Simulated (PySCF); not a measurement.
CuF + HCl → CuCl + HF

Level: PBE0 in the def2-SVP basis family, all electrons, no relativity, computed in PySCF with density fitting; open shells unrestricted.

```csv
species,state and structure,ZPE (kJ/mol),H(298 K) − H(0) (kJ/mol),S° (J/(mol K))
CuF,"singlet, C∞v, Cu–F 1.750 Å",3.7,9.1,226.3
HCl,"singlet, C∞v, H–Cl 1.285 Å",18.0,8.7,186.7
CuCl,"singlet, C∞v, Cu–Cl 2.083 Å",2.5,9.5,237.2
HF,"singlet, C∞v, H–F 0.920 Å",24.9,8.7,173.6
```

Task: Is the gas-phase reaction uphill or downhill in electronic energy at this level, and by how much?

Result: At PBE0/def2-SVP, ΔE = -100.1 kJ/mol, downhill. 

Task: Add zero-point, thermal and entropy terms for 298.15 K and 1 bar.

Result: ΔZPE = 5.7 and Δ[H(298) − H(0)] = 0.4 kJ/mol give ΔH° = -94.0 kJ/mol. ΔS° = -2.2 J/(mol K), so ΔG° = -94.0 − 298.15 × (-0.0022) = -93 kJ/mol and log₁₀K = 16.4.

Each species is the lowest minimum found with this bonding; other isomers or fragments can lie lower.
